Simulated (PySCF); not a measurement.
An unknown gives this computed stick spectrum. Level of theory: TDDFT B3LYP/def2-SVPD, vertical, gas phase, core orbitals frozen in the response in PySCF. Geometries: GFN2-xTB, one conformer each. Relativistic effects are left out although some hold elements past zinc.

| state | E (eV) | f | main configurations (H = HOMO, L = LUMO) |
| --- | --- | --- | --- |
| S1 | 3.55 | 0.0058 | H→L (99%) |
| S2 | 3.83 | 0.0046 | H-1→L (99%) |
| S3 | 4.46 | 0.0044 | H→L+1 (98%) |
| S4 | 4.95 | 0.034 | H-1→L+1 (96%) |
| S5 | 5.28 | 0.0054 | H-2→L (82%), H-3→L (13%) |
| S6 | 5.37 | 0.014 | H→L+2 (83%), H-3→L (13%) |
| S7 | 5.41 | 0.011 | H-3→L (72%), H-2→L (13%), H→L+2 (11%) |
| S8 | 5.44 | 0.015 | H-1→L+2 (93%) |

Triplets computed (Tamm–Dancoff): 3.02, 3.32, 3.96 eV.

Task: Which candidate is it? All have the formula C4H8Se2Si.
A. `C(C[Se][SiH2][Se]C)#C`
B. `C[Se]C1=C[SiH2]C[Se]1`
C. `C#CC[Se][Se][SiH2]C`

Result: C. Its S1, at 3.55 eV, is the lowest among the candidates; the nearest of the others has S1 at 4.17 eV. S1 is HOMO→LUMO (99%). Löwdin shares by element: HOMO selenium 79%, carbon 6% or more, silicon 6%; LUMO selenium 82%, silicon 7%. At the same level the other candidates give, for their lowest levels:
- `C[Se]C1=C[SiH2]C[Se]1`: 4.17 eV (f 0.000); 4.21 eV (f 0.002); 4.58 eV (f 0.134); 4.82 eV (f 0.011); 4.90 eV (f 0.005); T1 3.34 eV; HOMO -5.69, LUMO -0.61 eV
- `C#CC[Se][SiH2][Se]C`: 4.22 eV (f 0.004); 4.29 eV (f 0.002); 4.60 eV (f 0.000); 4.92 eV (f 0.015); 5.28 eV (f 0.005); T1 3.79 eV; HOMO -6.31, LUMO -1.19 eV

Shape of the structure used: `[CH:1]#[C:2][CH2:3][Se:4][Se:5][SiH2:6][CH3:7]`: C2–C3–Se4–Se5 -74°, C3–Se4–Se5–Si6 89°, Se4–Se5–Si6–C7 33°.
